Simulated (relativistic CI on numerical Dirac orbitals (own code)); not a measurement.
## Tm34+: sensitivity of the levels to the model

Base calculation: Dirac-Coulomb-Breit CI, separate exchange-only KLI orbitals for each configuration, a model potential for QED, unscaled Slater integrals.

Configurations in the expansion (outside the closed core [Ar] 3d10): 4s²4p⁵, 4s4p⁶, 4s²4p⁴4d, 4s4p⁵4d, 4s²4p⁴4f, 4s4p⁵4f, 4p⁶4d, 4s4p⁴4d², 4s²4p³4d4f, 4p⁶4f, 4p⁵4d4f, 4s²4p⁴5s, 4s4p⁴4f², 4p⁶5s, 4s²4p⁴5p, 4s4p⁴4d5s, 4s²4p³4f5s, 4s4p⁵5s, 4s²4p⁴5d, 4s4p⁵5p, 4s²4p⁴5f, 4s²4p⁴5g, 4s4p⁵5d, 4p⁵4f5s, 4s²4p⁴6s, 4s4p⁵5f, 4s²4p⁴6p, 4s²4p³4d², 4s²4p²4d³, 4s4p³4d³, 4s²4p²4d²4f, 4s4p³4d²4f, 4s²4p²4d²5s, 4p⁵4d², 4p⁴4d³, 4p⁴4d²4f, 4p⁴4d²5s, 4p⁵4d5s, 4p⁴4d4f5s, 4p⁴4d5s², 4s²4p³5s², 4s²4p²4d5s², 4s4p³4d5s², 4s²4p²4f5s², 4s4p³4f5s². Double excitations out of closed p, d and f shells are left out; levels of such configurations are missing from the list, as are those of other unlisted configurations, and high levels can miss mixing partners. These lack a partner that the ground configuration has and come out too high: 4s²4p⁴5p, 4s4p⁵5s, 4s²4p⁴5d, 4s4p⁵5p, 4s²4p⁴5f.

Variants: (1) valence Slater integrals scaled by 0.9; (2) QED terms removed; (3) one mean potential for all configurations. Shifts of the energy above 4s²4p⁵ ²P°3/2, in cm⁻¹, for the lowest level and the first level of each name with at least 55 % of one term (blank where a level changes its place among those of its configuration and J or its character, or is not in the variant):

```tsv
Level	Base	Δ(1)	Δ(2)	Δ(3)
4s²4p⁵ ²P°3/2	0	0	0	0
4s²4p⁵ ²P°1/2	509289	+730	-611	+8
4s²4p⁴4d ²D3/2	1158129	-914	+1208	-50
4s²4p⁴4d ⁴F9/2	1187422	+5250	+932	-50
4s²4p⁴4d ⁴D1/2	1534696	+11565	+621	-58
4s²4p⁴4d ²G7/2	1610849	+3953	+611	-59
4s²4p⁴4d ²G9/2	1713470	+4149	+327	-64
4s4p⁵4d ⁴P°1/2	2216935	+19522	+6207	+79
4s4p⁵4d ⁴F°9/2	2355510	+15337	+5614	-8
```

At this charge energies of transitions that change n are usually good to better than 1 %, and those within a shell (Δn = 0) to a few per cent.

Ionisation energy from the two ground configurations alone: base 1489.59 eV. The NIST ASD value (theoretical) is 1490 eV.

LS names give the leading component of a level, which can be under half, so a name can repeat, a term be missing and a line seem to break the LS rules.
